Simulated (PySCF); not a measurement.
CH₃NO₂Si, SMILES C(#N)O[SiH2]O. Atoms are numbered in the order given.

```xyz
8

N      1.6321     1.8448     0.6750
C      1.2984     0.7949     0.2845
O      0.9412    -0.3631    -0.1351
Si    -0.6821    -0.7098    -0.6142
O     -1.7082    -0.4161     0.6326
H     -0.6548    -2.1574    -0.8775
H     -0.9396     0.1518    -1.7955
H     -1.9357     0.4937     0.8606
```
Charge 0, spin multiplicity 1.

Geometry: r2SCAN-D4/def2-SVP. This is a generated structure with no PubChem entry under its InChIKey; it may be hypothetical. Other conformers were not sampled.

Two levels are set side by side: PBE/pcSseg-1 (PySCF) and HF/pcSseg-1 (PySCF). GIAO shifts against H2O (¹⁷O), NH3 (¹⁵N), TMS (²⁹Si), TMS (¹H), TMS (¹³C) at the same level; non-relativistic, no solvent, atoms listed together averaged. Differences are taken from unrounded values.

```tsv
quantity	HF
δ(¹⁵N) of N1 (ppm)	194.2
δ(¹³C) of C2 (ppm)	123.8
δ(¹⁷O) of O3 (ppm)	54.9
δ(²⁹Si) of Si4 (ppm)	-27.7
δ(¹⁷O) of O5 (ppm)	36.1
δ(¹H) of H8 (ppm)	3.57
```

What does PBE give, and how far is it from HF? (The exact figures need the calculation; the answer reports its results.)


```
quantity                PBE  PBE minus HF
--------------------  -----  ------------
δ(¹⁵N) of N1 (ppm)    190.5          -3.7
δ(¹³C) of C2 (ppm)    113.5         -10.4
δ(¹⁷O) of O3 (ppm)    100.3          45.4
δ(²⁹Si) of Si4 (ppm)  -16.4          11.3
δ(¹⁷O) of O5 (ppm)     70.0          33.9
δ(¹H) of H8 (ppm)      3.44         -0.13
```

Rough cost on one machine, each run with all the roots and properties that it gave: HF against PBE within a factor of 2.
